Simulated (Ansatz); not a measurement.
C9H17N2Sc, SMILES `C[N](C)[Sc]1234([N](C)C)[C@H]5[C@@H]1[C@@H]2[C@@H]3[C@H]54`. Charge 0, multiplicity 1. Geometry: relaxed with PBE0-D4/def2-TZVP. It is one conformer, not always the lowest.

```xyz
29

C     2.336   -1.464   -1.401
N     0.960   -1.164   -1.125
C     0.077   -1.947   -1.952
Sc    0.073   -0.008    0.248
N    -1.551    0.972   -0.416
C    -2.518    1.753    0.309
C    -1.845    1.011   -1.829
C     0.546   -0.798    2.558
C    -0.206    0.392    2.691
C     0.567    1.454    2.184
C     1.802    0.921    1.745
C     1.792   -0.467    1.988
H     3.001   -0.870   -0.769
H     2.603   -1.249   -2.449
H     2.574   -2.527   -1.227
H     0.191   -1.724   -3.026
H    -0.977   -1.760   -1.703
H     0.247   -3.029   -1.829
H    -2.304    1.758    1.379
H    -2.537    2.802   -0.031
H    -3.542    1.364    0.178
H    -1.092    0.471   -2.410
H    -2.828    0.568   -2.063
H    -1.866    2.045   -2.209
H     0.229   -1.787    2.858
H    -1.202    0.468    3.102
H     0.268    2.491    2.135
H     2.617    1.485    1.311
H     2.584   -1.162    1.752
```

Problem. What is the dipole moment at PBE/def2-TZVPP? (Best estimate.)

Solution. The calculation gave: 0.54 D, with components (-0.20, -0.39, -0.33) D in this frame, pointing from negative to positive charge.

Problem. And with r2SCAN, B3LYP, ωB97M-V? (Best estimate.)

Solution. Computed: r2SCAN 0.50 D, B3LYP 0.42 D, ωB97M-V 0.37 D.

Problem. Give the Mulliken charges with PBE, B3LYP, ωB97M-V in def2-TZVPP. (Estimate.)

Solution. Ansatz gave: 
```tsv
atom	PBE	B3LYP	ωB97M-V
C1	-0.17	-0.17	-0.24
N2	-0.18	-0.25	-0.20
C3	-0.16	-0.16	-0.26
Sc4	0.26	0.46	0.29
N5	-0.14	-0.21	-0.18
C6	-0.17	-0.17	-0.24
C7	-0.18	-0.17	-0.26
C8	-0.14	-0.17	-0.14
C9	-0.15	-0.17	-0.16
C10	-0.15	-0.17	-0.16
C11	-0.14	-0.16	-0.13
C12	-0.14	-0.16	-0.17
H13	0.07	0.07	0.08
H14	0.07	0.08	0.11
H15	0.07	0.07	0.10
H16	0.07	0.07	0.11
H17	0.07	0.07	0.10
H18	0.08	0.08	0.11
H19	0.07	0.07	0.08
H20	0.07	0.07	0.10
H21	0.07	0.07	0.10
H22	0.08	0.08	0.10
H23	0.07	0.07	0.11
H24	0.07	0.08	0.11
H25	0.12	0.13	0.13
H26	0.12	0.13	0.12
H27	0.12	0.13	0.13
H28	0.12	0.13	0.13
H29	0.11	0.13	0.13
```

B3LYP here is the variant with VWN-RPA as its local correlation; programs differ in this.
